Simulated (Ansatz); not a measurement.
Total energies of BrGaHS, SMILES `[SH][Ga][Br]` radical.

```xyz
4

S    -1.2728   -0.1262   -0.9938
Ga    0.2593   -1.1476    0.2708
Br    1.7872    0.1922    1.3948
H    -0.7738    1.0816   -0.6717
```

The species carries charge 0 and has multiplicity 2. Correlated methods include outer-core shells of Br, Ga, which these sets cover unevenly. Scalar relativity is left out up to krypton. Geometry: relaxed with PBE0-D4/def2-TZVP. It is one conformer, not always the lowest. Basis def2-TZVPP, Ansatz.

RPA on PBE orbitals: Hartree–Fock energy of these orbitals -4893.81406 Eh, correlation -1.01237 Eh (frozen core).

```csv
functional,energy without D4 (Eh),D4 term (kJ/mol)
HSE06 (plane-wave form),-4897.19210,-9.0
CAM-B3LYP,-4898.13416,-10.0
```

**Question.** Give the same for LDA (SPW92), PBE, revPBE, BLYP, r2SCAN, B97M-V, PBE0, B3LYP, r2SCANh, r2SCAN0, BHLYP, LC-ωPBE, ωB97X-V, ωB97M-V, B2PLYP, PBE-QIDH. (Best estimate.)

**Answer.** The calculation gave: 
```tsv
functional	energy without D4 (Eh)	D4 term (kJ/mol)
LDA (SPW92)	-4889.92289	–
PBE	-4897.03557	-10.9
revPBE	-4897.45139	-23.9
BLYP	-4897.97940	-22.8
r2SCAN	-4897.83338	-2.2
B97M-V	-4896.94630	–
PBE0	-4897.19507	-9.4
B3LYP	-4897.97937	-18.2
r2SCANh	-4897.82009	-2.5
r2SCAN0	-4897.80159	-2.9
BHLYP	-4897.84795	-18.3
LC-ωPBE	-4897.15400	–
ωB97X-V	-4897.40286	–
ωB97M-V	-4897.61238	–
B2PLYP	-4897.00800	–
PBE-QIDH	-4896.45994	–
```

B3LYP takes the VWN-RPA correlation (the form of Gaussian; ORCA's B3LYP/G). HSE06 is the plane-wave form, built on full-range PBE exchange. The double hybrids freeze the cores in their second-order part.

LC-ωPBE has ω = 0.4 bohr⁻¹.
